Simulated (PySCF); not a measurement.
**Functional benchmark on one molecule**

Molecule: `C[Si](C)(Cl)[Si](C)(C)Cl`, C4H12Cl2Si2.

Atoms are numbered as in `[CH3:1][Si:2]([CH3:3])([Cl:4])[Si:5]([CH3:6])([CH3:7])[Cl:8]` (H(Xn): hydrogen on atom n).

Geometry PBE0-D3(BJ)/def2-SVP throughout; GIAO in PySCF, gas phase, one conformer, non-relativistic; equivalent atoms averaged; basis pcSseg-1.

Reference values (measured; solution; U. Herzog, Habilitationsschrift, TU Bergakademie Freiberg, 2002/2003): δ(Si2/Si5) = 17.4 ppm vs TMS. Computed shifts are taken against TMS, calculated as an isolated molecule at each level.

How do the functionals HF, LDA, BLYP, KT2, KT3, B97-D, PBE0, BHandHLYP perform against the reference? Times are CPU seconds on shared hosts with different chips, so compare them loosely.

## Answers


```
functional           kind  Si2/Si5  abs. error Si  core-s
        HF   Hartree–Fock     24.0            6.6      20
       LDA            LDA     36.7           19.3      35
      BLYP            GGA     33.2           15.8      45
       KT2            GGA     30.4           13.0      62
       KT3            GGA     27.8           10.4      58
     B97-D            GGA     31.3           13.9      44
      PBE0  global hybrid     30.0           12.6      58
 BHandHLYP  global hybrid     29.4           12.0      32
```

For $^{29}$Si the closest is HF (6.6 ppm) and the furthest LDA (19.3 ppm). One molecule is a small sample, and vibrational and solvent effects are absent from the calculation.
